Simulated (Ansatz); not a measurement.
Isomers of C3H4SSi, relaxed with PBE0-D4/def2-TZVP in Ansatz; electronic energies, one conformer each and not always the lowest. Functionals use def2-TZVPP; CBS adds triple-zeta CCSD(T) − MP2 to the MP2 limit of def2-TZVPP and def2-QZVPP.

Order them by energy at frozen-core CCSD(T)/CBS, lowest first. (Estimate.)
A. `[SiH3]C#CC=S`
B. `C#C[SiH]1CS1`
C. `C#CC1[SiH2]S1`

B (0.0 kcal/mol), C (13.6 kcal/mol), A (22.6 kcal/mol).

How do ωB97M-V, B3LYP-D4, MP2/CBS(def2), r2SCAN-D4 place them (kcal/mol, against `C#C[SiH]1CS1`)? (Estimate.)

Ansatz gave: 
```
         isomer  ωB97M-V  B3LYP-D4  MP2/CBS(def2)  r2SCAN-D4
 `[SiH3]C#CC=S`     23.9      17.5           25.0       21.9
`C#CC1[SiH2]S1`     13.0      12.0           13.4       12.8
```

B3LYP here is the variant with VWN-RPA as its local correlation; programs differ in this.
